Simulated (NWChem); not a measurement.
# WH$_{4}$F$_{2}$; SMILES [F][WH4][F]

```xyz
7

W      0.0000     0.0000    -0.1072
F     -1.8286     0.0000     0.3818
F      1.8286     0.0000     0.3818
H      0.8644     0.0000    -1.5480
H      0.0000    -1.4600     0.7227
H      0.0000     1.4600     0.7227
H     -0.8644     0.0000    -1.5480
```
Atoms are numbered in this order, from 1.

Level: PBE0/def2-SVP with def2 effective core potentials on W (NWChem), optimised geometry, unscaled harmonic frequencies. def2 effective core potentials on W; no spin-orbit coupling.

Task: List the harmonic frequencies with IR intensities, and the thermochemistry.

Result: 
```tsv
frequency (cm⁻¹)	IR intensity (km/mol)
106	0.0
150	11.8
239	0.0
660	217.8
668	22.2
831	1.6
887	10.2
896	33.9
910	0.0
1079	0.1
1269	9.3
2059	167.3
2107	204.9
2110	89.6
2111	10.0
```

| Item | Result |
|---|---|
| zero-point energy | 23.0 kcal/mol |
| thermal correction to the enthalpy at 298.15 K (with zero-point energy) | 26.9 kcal/mol |
| heat capacity Cv | 16.0 cal/(mol K) |
| entropy at 298.15 K and 1 atm (symmetry number 2) | 74.2 cal/(mol K) |

Rigid rotor and harmonic oscillator.
